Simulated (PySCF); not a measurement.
C₂H₈O₂Si, SMILES O([SiH](C)O)C. Heavy atoms are numbered as in [SiH:1]([CH3:2])([OH:3])[O:4][CH3:5]. Hydrogens are named by the atom that carries them.

Geometry optimised at ωB97X-D3(BJ)/def2-SVP. Other conformers were not sampled.

Computed with PBE0/pcSseg-1 (PySCF).

GIAO shieldings, no solvent; atoms alike by connectivity are averaged. δ = σ(ref) − σ: ²⁹Si against TMS (σ = 352.7 ppm); ¹³C against TMS (σ = 186.3 ppm); ¹⁷O against H2O (σ = 334.2 ppm); ¹H against TMS (σ = 31.56 ppm), references at their B3LYP-D3(BJ)/def2-TZVP geometries, non-relativistic.

Estimate the chemical shifts. (The exact figures need the calculation; the answer reports its results.)


```csv
nucleus,atoms,count,δ (ppm)
²⁹Si,Si1 (SiH),1,-6.8
¹³C,C5 (CH3),1,54.1
¹³C,C2 (CH3),1,-0.6
¹⁷O,O3 (OH),1,57.2
¹⁷O,O4,1,45.2
¹H,H on Si1,1,5.18
¹H,H on C5,3,3.91
¹H,H on O3,1,2.20
¹H,H on C2,3,0.50
```
